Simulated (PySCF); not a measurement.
# Assigning NMR signals

Numbering as in the mapped SMILES `[NH2:1][P:2]1[CH2:3][CH2:4][PH:5][CH2:6][CH2:7]1` (H(Xn): hydrogen on atom n).

PySCF calculation with coordinates at the GFN2-xTB level and PBE0/pcSseg-1 with gauge-including orbitals; averaged over atoms made equivalent by symmetry, fast rotation or ring inversion, no solvent, a single conformation, relativity neglected.

Referencing at the same level of theory: ¹³C and ¹H vs TMS.

(1) Assign these signals to the numbered atoms. ¹³C{¹H} NMR (computed): δ 36.2 (CH2), 18.3 (CH2).

(2) Assign these signals to the numbered atoms. ¹H NMR (400 MHz, computed): δ 3.54 (m, 1H), 2.01 (m, 4H), 1.92 (m, 4H), 0.13 (br s, 2H).

Answers

(1) 
| δ (ppm) | atoms | environment | reason |
| --- | --- | --- | --- |
| 36.2 | C3/C7 | sp3 CH2 bonded to P | – |
| 18.3 | C4/C6 | sp3 CH2 bonded to P | – |

(2) 
| δ (ppm) | atoms | environment | reason |
| --- | --- | --- | --- |
| 3.54 | H(P5) | hydrogen on a phosphorus bonded to 2 C, in a 6-membered ring | – |
| 2.01 | H(C4)/H(C6) | hydrogen on an sp3 CH2 bonded to P | – |
| 1.92 | H(C3)/H(C7) | hydrogen on an sp3 CH2 bonded to P | – |
| 0.13 | H(N1) | hydrogen on a nitrogen bonded to P | labile proton, position sensitive to the medium |

H(C4)/H(C6) and H(C3)/H(C7) lie closer than the usual error of such a calculation, so a measured spectrum could show them in the other order.

OH and NH positions are those of a molecule without intermolecular hydrogen bonds; in solution they move with solvent, concentration and temperature, and exchange usually removes their couplings. Splittings by ³¹P in the carbon and heteronuclear signals aren't shown, as no couplings were computed. Shifts are as computed. Against solution values, carbons near 30 ppm lie about +3 ppm off and those near 130 ppm about +5 ppm. Of 1211 compounds with measured shifts, 218 miss one by over three times the rms of a fit or turn the order of signals round; such compounds aren't used in these exercises. Multiplicities follow the n + 1 count of equivalent neighbours, as no J values were calculated; m marks all less simple cases, F and P coupling included.
